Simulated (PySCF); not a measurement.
CH6Si3, SMILES `C[SiH]1[SiH]=[SiH]1`, neutral singlet in the gas phase. 

Cartesian coordinates (Å):
SMILES: C[SiH]1[SiH]=[SiH]1
```xyz
10

C      1.6543     0.4083    -0.4595
Si     0.2059    -0.1230     0.6041
Si    -1.5716    -1.3277    -0.1938
Si    -1.9210     0.6835     0.3337
H      2.4149    -0.3771    -0.4810
H      1.3336     0.6157    -1.4813
H      2.1159     1.3091    -0.0453
H      0.7336    -0.3912     1.9755
H     -2.0962    -2.6228    -0.7097
H     -2.8694     1.8254     0.4572
```
Charge 0, multiplicity 1.

All levels are single points at this geometry (PBE0-D3(BJ)/def2-TZVP); Pople sets use spherical d functions. Orbital energies aren't observables, and empty levels follow the basis.

```tsv
level	HOMO (eV)	LUMO (eV)	gap (eV)	dipole (D)	vertical IE, Delta-SCF (eV)
PBE0-D3(BJ)/def2-TZVP in PySCF	-6.02	-1.66	4.36	0.66	–
B3LYP/LANL2DZ in PySCF	-5.94	-1.84	4.09	0.72	–
BP86/6-31G* in PySCF	-5.21	-2.36	2.85	0.91	–
M06-2X/6-31G* in PySCF	-6.78	-0.91	5.87	0.72	–
SVWN5/6-31G* in PySCF	-5.20	-2.40	2.80	0.91	7.90
HF/STO-3G in PySCF	-3.29	7.23	10.52	0.29	–
```
